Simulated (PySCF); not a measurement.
Calculation: PBE-D3(BJ)/def2-TZVP // PBE0-D4/def2-SVP in PySCF 2.14.0. All species are isolated molecules in the gas phase. One relaxed conformer stands for a flexible species; it need not be the lowest. Excitations are Tamm–Dancoff values on a coarser integration grid. The basis has no diffuse functions, so Rydberg states are missing or too high.

Reference species (SMILES): `Bc1cc(B)c2ccsc2c1` (neutral, multiplicity 1).

```yaml
LUMO: -3.31 eV
brightest of the four lowest singlets (TDA): 3.96 eV
```

Changed species: `Bc1ccc2sc(B)cc2c1`.

Q: Give the shifts of the LUMO and brightest of the four lowest singlets (TDA).

A: the LUMO falls by 0.07 eV, to -3.38 eV; the brightest of the four lowest singlets (TDA) rises by 0.34 eV, to 4.30 eV.
